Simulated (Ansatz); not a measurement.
Start from `CN([SiH3])[AsH2]` and change one atom or group to get `[BH2][AlH][N](C)[SiH3]`.

Ansatz, PBE0-D4/def2-TZVP geometries, multiplicity 1. Each molecule was computed in one conformer, which needn't be the lowest.

Scalar relativity is left out up to krypton.

```tsv
property	`CN([SiH3])[AsH2]`
LUMO energy (ωB97M-V/def2-TZVPP) / eV	1.52
size of the dipole moment (ωB97M-V/def2-TZVPP) / D	0.65
size of the dipole moment (PBE/def2-TZVPP) / D	0.63
HOMO energy (PBE/def2-TZVPP) / eV	-5.57
size of the dipole moment (B3LYP/def2-TZVPP) / D	0.65
LUMO energy (PBE/def2-TZVPP) / eV	-1.14
```

What does the change do to each property? (Best estimate.)

Computed: 
| property | `[BH2][AlH][N](C)[SiH3]` | shift |
| --- | --- | --- |
| LUMO energy (ωB97M-V/def2-TZVPP) / eV | -0.48 | -2.00 |
| size of the dipole moment (ωB97M-V/def2-TZVPP) / D | 1.16 | 0.51 |
| size of the dipole moment (PBE/def2-TZVPP) / D | 1.17 | 0.54 |
| HOMO energy (PBE/def2-TZVPP) / eV | -5.93 | -0.36 |
| size of the dipole moment (B3LYP/def2-TZVPP) / D | 1.14 | 0.49 |
| LUMO energy (PBE/def2-TZVPP) / eV | -3.48 | -2.34 |

With PBE0 the HOMO falls by 0.29 eV and the LUMO falls by 2.18 eV, so the gap narrows by about 1.89 eV. PBE moves the HOMO by -0.36 eV and ωB97M-V by -0.34 eV. Dipoles are sizes alone; their direction can turn.

B3LYP here is the variant with VWN-RPA as its local correlation; programs differ in this.
